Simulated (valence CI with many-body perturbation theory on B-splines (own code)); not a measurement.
## Br²⁺: calculated level list

Calculated by configuration interaction combined with many-body perturbation theory (CI+MBPT): five valence electrons over a frozen Dirac-Fock core [Ar] 3d10, radial functions for each j: 9 s, 9 p, 8 d, 6 f, 3 g, 1 h, with the one-electron correlation potential Σ1, the two-electron term Σ2, the three-electron term Σ3, Breit, model QED; selected CI, second order for the rest, scaled by the run's own slope (own B-spline code, finite nucleus).

Set against measurement, 9 paired levels are off by 360 cm⁻¹ on average, the worst by 875. These come from a selection out of Moore, Atomic Energy Levels, vol. II, NSRDS-NBS 35 (1971 reprint of NBS Circular 467, 1952), an old analysis. Levels without a partner in it may be off by more. Among the levels kept, up to 1400 cm⁻¹ of a level comes from second order outside the variational space, and about a tenth of that is noise between levels of different J, which matters for small intervals. 6 measured levels below the end of the list, from 141997 cm⁻¹ on, found no clear computed partner, and computed levels of the same name lie up to 2024 cm⁻¹ from them.

Levels 1 to 45 of 59, with energies above the lowest level, 4s2.4p3 4S°_3/2. "Leading %" is the weight of the configuration and term that name the level; weights of strongly mixed levels are sums over their largest components and can fall short. In the jj column 3d3/2^4 stands for four electrons in 3d with j = 3/2.

| No. | Configuration | Term | J | E (cm⁻¹) | Leading % | g | Second component | Leading jj |
| --- | --- | --- | --- | --- | --- | --- | --- | --- |
| 1 | 4s2.4p3 | 4S° | 3/2 | 0.0 | 95 | 1.992 |  | 4s^2 4p1/2 4p3/2^2 (50 %) |
| 2 | 4s2.4p3 | 2D° | 3/2 | 15322 | 88 | 0.843 | 7 % 4s2.4p3 2P° | 4s^2 4p1/2 4p3/2^2 (45 %) |
| 3 | 4s2.4p3 | 2D° | 5/2 | 16370 | 95 | 1.200 |  | 4s^2 4p1/2 4p3/2^2 (95 %) |
| 4 | 4s2.4p3 | 2P° | 1/2 | 27288 | 94 | 0.666 |  | 4s^2 4p1/2 4p3/2^2 (94 %) |
| 5 | 4s2.4p3 | 2P° | 3/2 | 28747 | 86 | 1.301 | 7 % 4s2.4p3 2D° | 4s^2 4p3/2^3 (72 %) |
| 6 | 4s.4p4 | 4P | 5/2 | 101233 | 84 | 1.597 | 11 % 4s2.4p2.4d 4P | 4s 4p1/2^2 4p3/2^2 (63 %) |
| 7 | 4s.4p4 | 4P | 3/2 | 103817 | 84 | 1.732 | 11 % 4s2.4p2.4d 4P | 4s 4p1/2 4p3/2^3 (72 %) |
| 8 | 4s.4p4 | 4P | 1/2 | 105061 | 83 | 2.665 | 11 % 4s2.4p2.4d 4P | 4s 4p3/2^4 (32 %) |
| 9 | 4s.4p4 | 2D | 3/2 | 123820 | 67 | 0.814 | 24 % 4s2.4p2.4d 2D | 4s 4p1/2 4p3/2^3 (40 %) |
| 10 | 4s.4p4 | 2D | 5/2 | 124463 | 68 | 1.204 | 24 % 4s2.4p2.4d 2D | 4s 4p1/2 4p3/2^3 (53 %) |
| 11 | 4s2.4p2.4d | 2P | 3/2 | 134844 | 67 | 1.317 | 23 % 4s.4p4 2P | 4s^2 4p1/2 4p3/2 4d5/2 (23 %) |
| 12 | 4s2.4p2.4d | 2P | 1/2 | 137210 | 65 | 0.693 | 23 % 4s.4p4 2P | 4s^2 4p3/2^2 4d5/2 (31 %) |
| 13 | 4s2.4p2.4d | 4F | 3/2 | 139460 | 90 | 0.428 |  | 4s^2 4p1/2^2 4d3/2 (40 %) |
| 14 | 4s2.4p2.4d | 4F | 5/2 | 140418 | 88 | 1.050 | 6 % 4s2.4p2.4d 4D | 4s^2 4p1/2 4p3/2 4d3/2 (52 %) |
| 15 | 4s2.4p2.4d | 4F | 7/2 | 141896 | 89 | 1.248 | 5 % 4s2.4p2.4d 4D | 4s^2 4p1/2 4p3/2 4d5/2 (66 %) |
| 16 | 4s2.4p2.4d | 4F | 9/2 | 143819 | 92 | 1.329 |  | 4s^2 4p3/2^2 4d5/2 (49 %) |
| 17 | 4s2.4p2.4d | 2F | 5/2 | 144873 | 67 | 0.996 | 24 % 4s2.4p2.4d 4D | 4s^2 4p1/2 4p3/2 4d3/2 (61 %) |
| 18 | 4s2.4p2.5s | 4P | 1/2 | 145253 | 83 | 2.432 | 5 % 4s2.4p2.4d 4D | 4s^2 4p1/2^2 5s (60 %) |
| 19 | 4s2.4p2.4d | 4D | 1/2 | 145820 | 85 | 0.203 | 5 % 4s2.4p2.5s 4P | 4s^2 4p1/2 4p3/2 4d3/2 (61 %) |
| 20 | 4s2.4p2.4d | 4D | 7/2 | 145925 | 51 | 1.301 | 39 % 4s2.4p2.4d 2F | 4s^2 4p1/2 4p3/2 4d5/2 (54 %) |
| 21 | 4s2.4p2.4d | 4D | 3/2 | 146049 | 89 | 1.185 |  | 4s^2 4p1/2 4p3/2 4d3/2 (35 %) |
| 22 | 4s2.4p2.4d | 4D | 5/2 | 147235 | 63 | 1.215 | 27 % 4s2.4p2.4d 2F | 4s^2 4p1/2 4p3/2 4d5/2 (50 %) |
| 23 | 4s2.4p2.5s | 4P | 3/2 | 147522 | 90 | 1.717 |  | 4s^2 4p1/2 4p3/2 5s (90 %) |
| 24 | 4s.4p4 | 2S | 1/2 | 147682 | 62 | 1.910 | 27 % 4s2.4p2.4d 2S | 4s 4p1/2^2 4p3/2^2 (35 %) |
| 25 | 4s2.4p2.5s | 4P | 5/2 | 150108 | 88 | 1.581 | 4 % 4s2.4p2.5s 2D | 4s^2 4p1/2 4p3/2 5s (51 %) |
| 26 | 4s2.4p2.4d | 2F | 7/2 | 150126 | 54 | 1.257 | 38 % 4s2.4p2.4d 4D | 4s^2 4p3/2^2 4d5/2 (85 %) |
| 27 | 4s2.4p2.5s | 2P | 1/2 | 150919 | 85 | 0.773 | 4 % 4s2.4p2.5s 4P | 4s^2 4p1/2 4p3/2 5s (76 %) |
| 28 | 4s2.4p2.5s | 2P | 3/2 | 153739 | 80 | 1.287 | 9 % 4s2.4p2.5s 2D | 4s^2 4p1/2 4p3/2 5s (62 %) |
| 29 | 4s2.4p2.4d | 2G | 7/2 | 160020 | 92 | 0.896 |  | 4s^2 4p1/2 4p3/2 4d3/2 (46 %) |
| 30 | 4s2.4p2.4d | 2G | 9/2 | 160462 | 92 | 1.116 |  | 4s^2 4p1/2 4p3/2 4d5/2 (49 %) |
| 31 | 4s2.4p2.5s | 2D | 5/2 | 161103 | 74 | 1.262 | 11 % 4s2.4p2.4d 4P | 4s^2 4p3/2^2 5s (39 %) |
| 32 | 4s2.4p2.5s | 2D | 3/2 | 161112 | 71 | 0.865 | 10 % 4s2.4p2.4d 2D | 4s^2 4p3/2^2 5s (53 %) |
| 33 | 4s2.4p2.4d | 4P | 5/2 | 162548 | 69 | 1.549 | 10 % 4s2.4p2.5s 2D | 4s^2 4p1/2 4p3/2 4d5/2 (34 %) |
| 34 | 4s2.4p2.4d | 4P | 3/2 | 163584 | 78 | 1.708 | 10 % 4s.4p4 4P | 4s^2 4p1/2 4p3/2 4d3/2 (31 %) |
| 35 | 4s2.4p2.4d | 4P | 1/2 | 164250 | 80 | 2.627 | 10 % 4s.4p4 4P | 4s^2 4p1/2 4p3/2 4d3/2 (41 %) |
| 36 | 4s2.4p2.4d | 2D | 3/2 | 167678 | 76 | 0.817 | 11 % 4s2.4p2.5s 2D | 4s^2 4p1/2 4p3/2 4d5/2 (41 %) |
| 37 | 4s2.4p2.4d | 2D | 5/2 | 170117 | 78 | 1.173 | 4 % 4s2.4p2.4d 2F | 4s^2 4p1/2 4p3/2 4d3/2 (32 %) |
| 38 | 4s2.4p2.5p | 2S° | 1/2 | 171027 | 64 | 1.603 | 16 % 4s2.4p2.5p 4D° | 4s^2 4p1/2^2 5p1/2 (47 %) |
| 39 | 4s2.4p2.4d | 2P | 3/2 | 172170 | 54 | 1.332 | 35 % 4s.4p4 2P | 4s^2 4p1/2 4p3/2 4d5/2 (31 %) |
| 40 | 4s2.4p2.5p | 4D° | 1/2 | 172924 | 73 | 0.430 | 20 % 4s2.4p2.5p 2S° | 4s^2 4p1/2 4p3/2 5p1/2 (46 %) |
| 41 | 4s2.4p2.4d | 2P | 1/2 | 173083 | 76 | 0.711 | 15 % 4s.4p4 2P | 4s^2 4p1/2 4p3/2 4d3/2 (26 %) |
| 42 | 4s2.4p2.5p | 4D° | 3/2 | 173595 | 80 | 1.251 | 8 % 4s2.4p2.5p 4P° | 4s^2 4p1/2^2 5p3/2 (44 %) |
| 43 | 4s2.4p2.4d | 2F | 5/2 | 175261 | 78 | 0.904 | 11 % 4s2.4p2.4d 2D | 4s^2 4p3/2^2 4d3/2 (31 %) |
| 44 | 4s2.4p2.4d | 2F | 7/2 | 175509 | 89 | 1.141 |  | 4s^2 4p1/2 4p3/2 4d5/2 (52 %) |
| 45 | 4s2.4p2.5p | 4D° | 5/2 | 175657 | 86 | 1.384 | 7 % 4s2.4p2.5p 4P° | 4s^2 4p1/2 4p3/2 5p3/2 (77 %) |

Names give the largest LS component (configuration and term), which can be under half, so a name can repeat, a term be missing and a line seem to break the LS rules; names also repeat where a configuration has a term twice.

The ionisation energy to 4s2.4p2 3P_0 of the next ion comes out as 34.833 eV (NIST: 34.871 ± 0.019 eV (measured)). All 59 levels together are meant to be complete up to 183767 cm⁻¹.
